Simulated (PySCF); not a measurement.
## Continuum solvent and chemical shifts

Atoms are numbered as in `[CH3:1][CH:2]([CH3:3])[C@@H:4]1[CH2:5][CH2:6][CH2:7][S:8][S:9]1` (H(Xn): hydrogen on atom n). Ha(C5), Ha(C6), Ha(C7) are cis to C2 on the ring; Hb(C5), Hb(C6), Hb(C7) are trans to C2 on the ring.

GIAO PBE0/pcSseg-1 in PySCF 2.14.0 with density-fitted response routines on one PBE0-D3(BJ)/def2-SVP conformer, non-relativistic, equivalent nuclei averaged. Solvents enter as an IEF-PCM continuum (acetonitrile with ε = 35.7, water with ε = 78.4) around the gas-phase geometry. Shifts are referred to TMS, CS2 computed in the same medium.

In acetonitrile, δ in ppm: C4 54.9, C7 39.9, C5 32.4, C2 27.6, C6 24.3, C3 23.8, C1 20.9, S9 76.3, S8 -8.0, Hb(C7) 2.85, H(C2) 2.59, Ha(C7) 2.57, Ha(C5) 2.05, H(C4) 1.96. Dipole moment 4.00 D.

Task: How does each δ change in the more polar medium?

Result: 
```json
{"atoms": "C4", "environment": "sp3 CH bonded to S", "Δδ, water": "0.0"}
{"atoms": "C7", "environment": "sp3 CH2 bonded to S", "Δδ, water": "0.0"}
{"atoms": "C5", "environment": "sp3 CH2 in a ring", "Δδ, water": "0.0"}
{"atoms": "C2", "environment": "sp3 CH", "Δδ, water": "0.0"}
{"atoms": "C6", "environment": "sp3 CH2 in a ring", "Δδ, water": "0.0"}
{"atoms": "C3", "environment": "methyl carbon", "Δδ, water": "0.0"}
{"atoms": "C1", "environment": "methyl carbon", "Δδ, water": "0.0"}
{"atoms": "S9", "environment": "disulfide sulfur", "Δδ, water": "-0.5"}
{"atoms": "S8", "environment": "disulfide sulfur", "Δδ, water": "-0.5"}
{"atoms": "Hb(C7)", "environment": "hydrogen on an sp3 CH2 bonded to S", "Δδ, water": "0.00"}
{"atoms": "H(C2)", "environment": "hydrogen on an sp3 CH", "Δδ, water": "0.00"}
{"atoms": "Ha(C7)", "environment": "hydrogen on an sp3 CH2 bonded to S", "Δδ, water": "+0.01"}
{"atoms": "Ha(C5)", "environment": "hydrogen on an sp3 CH2 in a ring", "Δδ, water": "+0.01"}
{"atoms": "H(C4)", "environment": "hydrogen on an sp3 CH bonded to S", "Δδ, water": "+0.01"}
```

Changes are relative to acetonitrile. The dipole moment becomes 4.04 D in water.

Task: Which nuclei move most (in ppm), and what does the model miss?

Result: S9 (disulfide sulfur, -0.5 ppm) and S8 (disulfide sulfur, -0.5 ppm) in water. A continuum only polarises the solute; specific hydrogen bonds, the anisotropy of aromatic solvents and changes of geometry or conformer are outside it.
